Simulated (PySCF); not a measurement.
Rows and methods have been separated. Pair them.

H8S2Si3.
SMILES: `[SiH3]S[Si@@H]([SiH3])S`

The closed-shell ground state was solved 7 times with PySCF (density fitting, gas phase), always in the pcSseg-1 basis (160 functions), with these functionals: B3LYP, BHandHLYP, CAM-B3LYP, LDA, OPBE, mPW1PW91 and wB97X-D. Isolated species at its PBE0-D3(BJ)/def2-SVP geometry (one conformer only).

| row | total energy (Eh) | HOMO (eV) | LUMO (eV) | dipole (D) |
| --- | --- | --- | --- | --- |
| P | -1669.6630 | -9.19 | 1.17 | 1.97 |
| Q | -1669.7090 | -8.60 | 0.58 | 1.85 |
| R | -1669.7502 | -7.41 | -0.52 | 1.84 |
| S | -1663.4352 | -6.30 | -1.54 | 1.70 |
| T | -1669.7828 | -7.13 | -0.66 | 1.71 |
| U | -1669.6561 | -8.38 | 0.43 | 1.89 |
| V | -1669.5033 | -6.25 | -1.20 | 1.73 |

Which functional belongs to which row?

P = wB97X-D, Q = CAM-B3LYP, R = mPW1PW91, S = LDA, T = B3LYP, U = BHandHLYP, V = OPBE. By rising HOMO–LUMO gap: LDA (LDA) 4.76 eV; OPBE (GGA) 5.05 eV; B3LYP (global hybrid, 20 % exact exchange) 6.47 eV; mPW1PW91 (global hybrid, 25 % exact exchange) 6.89 eV; BHandHLYP (global hybrid, 50 % exact exchange) 8.81 eV; CAM-B3LYP (range-separated hybrid) 9.18 eV; wB97X-D (range-separated hybrid) 10.36 eV. Total energies of different functionals aren't bounds to one another; each is stationary for its own functional.

The values belong to the conformer `[SiH3:1][S:2][Si@@H:3]([SiH3:4])[SH:5]`: Si1–S2–Si3–Si4 94°, H–S5–Si3–S2 59°.

The pairwise dispersion term of wB97X-D wasn't added to the energies; at a given geometry it leaves orbitals and properties as they are.
